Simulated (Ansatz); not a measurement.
`CO[Si](C)(F)[GeH3]` + H₂ → `C[SiH](F)[GeH3]` + CH₃OH at 298.15 K and 1 bar (hydrogenolysis of the Si–O bond).

Calculated with Ansatz (gas phase, PBE0-D4/def2-TZVP geometries, no zero-point term in ΔE). CBS: MP2 limit from def2 TZ/QZ plus the TZ coupled-cluster correction, frozen cores. This one scheme is used for every species. For Ge outer-core shells are correlated without core-valence functions, which leaves a few kJ/mol of doubt a bond. Scalar relativity is left out up to krypton. One conformer a species, not always the lowest.

```csv
species,CCSD(T)/CBS energy (Eh),H − E (kJ/mol),S (J/(mol·K))
`CO[Si](C)(F)[GeH3]`,-2621.79878,309.7,435.9
H₂,-1.17544,35.1,130.4
`C[SiH](F)[GeH3]`,-2507.31933,210.8,362.8
CH₃OH,-115.61712,146.3,238.2
```

H − E and S are ideal-gas, rigid-rotor, harmonic terms from PBE0-D4/def2-TZVP, for one conformer and one mirror image of each species. The MP2-based limit puts H₂ 0.8 mEh under its directly extrapolated value; such offsets cancel only in part. 1 Eh = 2625.50 kJ/mol, R = 8.31446 J/(mol·K).

Q: By hand: ΔE, ΔH, ΔS and ΔG.

A: ΔE = (-2507.31933) + (-115.61712) − (-2621.79878) − (-1.17544) = 0.03777 Eh = 99.2 kJ/mol. Δ(H − E) = 210.8 + 146.3 − 309.7 − 35.1 = 12.3, so ΔH = 111.5 kJ/mol. ΔS = 362.8 + 238.2 − 435.9 − 130.4 = 34.7 J/(mol·K). ΔG = 111.5 − 298.15 × (34.7)/1000 = 101.2 kJ/mol.

Q: By hand: the equilibrium constant, and the temperature at which ΔG would vanish if ΔH and ΔS stayed fixed.

A: log₁₀ K = −ΔG/(RT ln 10) = -17.7. ΔG = 0 at ΔH/ΔS = 3213 K, far beyond where these terms or the molecules hold.

ΔH outweighs TΔS. A doubt of 5 kJ/mol in ΔE shifts log₁₀ K by 0.9 here. Other conformers and mirror images would add mixing entropy, several J/(mol·K) or more a flexible species. Modes under 60 cm⁻¹, often nearly free rotors, make the harmonic entropy too high. These are equilibria of isolated gas molecules and say nothing of rates. Largest T1 diagnostic: 0.012 (customary marks: 0.02 for closed shells, 0.045 for open ones).
